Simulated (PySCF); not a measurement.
Species: C6H7F.
Z-matrix (Å and degrees, PBE0-D3(BJ)/def2-SVP geometry), rows numbered from 1:
```
C 
C   1  1.3385
C   2  1.4713  1  128.00
C   3  1.3481  2  119.57  1  -155.03
C   3  1.4738  2  121.67  1    24.93
C   5  1.3350  3  128.61  2    21.89
F   5  1.3401  3  112.97  2  -161.69
H   1  1.0920  2  122.56  3    -1.27
H   1  1.0926  2  120.26  3   177.03
H   2  1.0958  1  118.05  3  -176.01
H   4  1.0925  3  120.63  2    -1.16
H   4  1.0905  3  121.38  2   178.15
H   6  1.0909  5  119.64  3   177.14
H   6  1.0875  5  120.81  3    -1.00
```

Method: core-valence-separated Tamm–Dancoff BHandHLYP/aug-pcX-1 (pcseg-1 on H) in PySCF, non-relativistic, gas phase, PBE0-D3(BJ)/def2-SVP geometry. The energies are unshifted.

Problem. List the fluorine K-edge absorption lines.

Solution. 
```tsv
E (eV)	f	core hole on	main final orbital
685.37	0.0067	F7	LUMO (73 %)
686.34	0.0197	F7	spread
687.02	0.0026	F7	spread
687.59	0.0201	F7	spread
687.99	0.0016	F7	LUMO+3 (49 %)
688.38	0.0000	F7	LUMO+2 (67 %)
688.54	0.0025	F7	spread
```

The first line with a tenth or more of the strongest one's intensity is at 685.37 eV (f = 0.007), with the hole on F7 (vinyl fluorine). The strongest listed is at 687.59 eV (f = 0.020; F7).

Problem. List the carbon K-edge absorption lines.

Solution. 
```tsv
E (eV)	f	core hole on	main final orbital	polarisation
281.98	0.0577	C4	LUMO (82 %)	normal to the local trigonal plane
282.28	0.0581	C1	LUMO (42 %)	normal to the local trigonal plane
282.46	0.0524	C6	LUMO (48 %)	normal to the local trigonal plane
282.76	0.0502	C2	LUMO (37 %)	normal to the local trigonal plane
282.96	0.0552	C3	LUMO (79 %)	normal to the local trigonal plane
284.79	0.0629	C5	LUMO (39 %)	normal to the local trigonal plane
285.53	0.0068	C2	LUMO (57 %)	mixed
285.80	0.0056	C6	LUMO+1 (48 %)	mixed
285.89	0.0108	C1	LUMO+3 (33 %)	in the local trigonal plane
285.94	0.0056	C1	LUMO+1 (41 %)	in the local trigonal plane
286.04	0.0104	C6	LUMO+4 (35 %)	in the local trigonal plane
286.10	0.0108	C4	LUMO+2 (60 %)	in the local trigonal plane
286.20	0.0003	C3	LUMO+1 (75 %)	–
286.27	0.0186	C2	LUMO+2 (59 %)	in the local trigonal plane
286.54	0.0200	C6	spread	in the local trigonal plane
286.55	0.0159	C1	spread	in the local trigonal plane
286.66	0.0038	C4	LUMO+1 (73 %)	in the local trigonal plane
286.71	0.0228	C4	spread	in the local trigonal plane
287.15	0.0062	C6	spread	normal to the local trigonal plane
287.22	0.0031	C6	spread	mixed
287.27	0.0067	C1	spread	mixed
287.37	0.0033	C1	LUMO+2 (32 %)	in the local trigonal plane
287.38	0.0166	C3	LUMO+8 (32 %)	mixed
287.44	0.0012	C2	LUMO+3 (68 %)	in the local trigonal plane
287.51	0.0030	C3	LUMO+2 (61 %)	normal to the local trigonal plane
287.54	0.0009	C6	LUMO+2 (59 %)	–
287.54	0.0085	C4	LUMO+8 (38 %)	normal to the local trigonal plane
```

The first line with a tenth or more of the strongest one's intensity is at 281.98 eV (f = 0.058), with the hole on C4 (terminal =CH2 carbon), polarised normal to the local trigonal plane: a 1s→π* resonance. The strongest listed is at 284.79 eV (f = 0.063; C5, 1s→π*).

Roots within 0.03 eV whose holes lie on the same, on equivalent or on shared atoms are summed into one line, and the highest roots are left out, as the search may have cut off their partners. Final orbitals are the ground state's empty Kohn–Sham orbitals. A dash: too weak, shared between unlike atoms, or no plane or axis to refer to.

Problem. What are the wavelength and the wavenumber of the 688.54 eV line?

Solution. λ = 12398.42 eV Å/688.54 eV = 18.007 Å; 5.5534 × 10⁶ cm⁻¹.

The ionisation thresholds weren't computed; near and above them a finite basis only mimics Rydberg series and continuum.

One conformer stands for the species.
